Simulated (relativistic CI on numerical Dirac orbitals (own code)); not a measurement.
# d8 in a ligand field

Computed with a parametric ligand-field model of a d^n configuration (Racah B and C, spin-orbit zeta, crystal field), exact diagonalisation.

Field parameters in Wybourne normalisation: Oh B⁴₀ = 21Dq, B⁴₄ = √(5/14) B⁴₀. The field is a parameter set, without covalency.

**Question.** Ground term and bands for B = 410, C = 1990, ζ = 0 cm⁻¹, Oh, 10Dq = 24850 cm⁻¹?

**Answer.** Ground term 3A2 with 2.00 electrons in the two orbitals of the cubic e set. Spin-allowed: 3T2 24850 cm⁻¹ (402 nm), 3T1 29488 cm⁻¹ (339 nm), 3T1 51212 cm⁻¹ (195 nm). Lowest spin-forbidden: 1E 7220 cm⁻¹ (1385 nm), 1A1 13633 cm⁻¹ (734 nm), 1T2 32030 cm⁻¹ (312 nm). With an A2 ground term the first spin-allowed band lies at |10Dq| itself.

**Question.** Ground term and bands for B = 1000, C = 4400, ζ = 0 cm⁻¹, Oh, 10Dq = 6950 cm⁻¹?

**Answer.** Ground term 3A2 with 2.00 electrons in the two orbitals of the cubic e set. Spin-allowed: 3T2 6950 cm⁻¹ (1439 nm), 3T1 11838 cm⁻¹ (845 nm), 3T1 24012 cm⁻¹ (416 nm). Lowest spin-forbidden: 1E 16034 cm⁻¹ (624 nm), 1T2 22452 cm⁻¹ (445 nm), 1A1 25074 cm⁻¹ (399 nm). With an A2 ground term the first spin-allowed band lies at |10Dq| itself.

**Question.** A d8 ion in Oh symmetry has the ground term 3A2 and bands at 1E 13543 cm⁻¹ (738 nm), 1A1 24950 cm⁻¹ (401 nm), 3T2 29600 cm⁻¹ (338 nm), 3T1 38491 cm⁻¹ (260 nm), 1T2 43011 cm⁻¹ (233 nm), 3T1 62759 cm⁻¹ (159 nm). Which parameters reproduce them?

**Answer.** B = 830, C = 3520, ζ = 0 cm⁻¹, Oh, 10Dq = 29600 cm⁻¹.

**Question.** Ground term and bands for B = 520, C = 2520, ζ = 0 cm⁻¹, Oh, 10Dq = 20650 cm⁻¹?

**Answer.** Ground term 3A2 with 2.00 electrons in the two orbitals of the cubic e set. Spin-allowed: 3T2 20650 cm⁻¹ (484 nm), 3T1 26302 cm⁻¹ (380 nm), 3T1 43448 cm⁻¹ (230 nm). Lowest spin-forbidden: 1E 9123 cm⁻¹ (1096 nm), 1A1 16765 cm⁻¹ (596 nm), 1T2 29698 cm⁻¹ (337 nm). With an A2 ground term the first spin-allowed band lies at |10Dq| itself.

**Question.** Ground term and bands for B = 1030, C = 4130, ζ = 0 cm⁻¹, Oh, 10Dq = 33150 cm⁻¹?

**Answer.** Ground term 3A2 with 2.00 electrons in the two orbitals of the cubic e set. Spin-allowed: 3T2 33150 cm⁻¹ (302 nm), 3T1 44005 cm⁻¹ (227 nm), 3T1 70895 cm⁻¹ (141 nm). Lowest spin-forbidden: 1E 16311 cm⁻¹ (613 nm), 1A1 29956 cm⁻¹ (334 nm), 1T2 49282 cm⁻¹ (203 nm). With an A2 ground term the first spin-allowed band lies at |10Dq| itself.
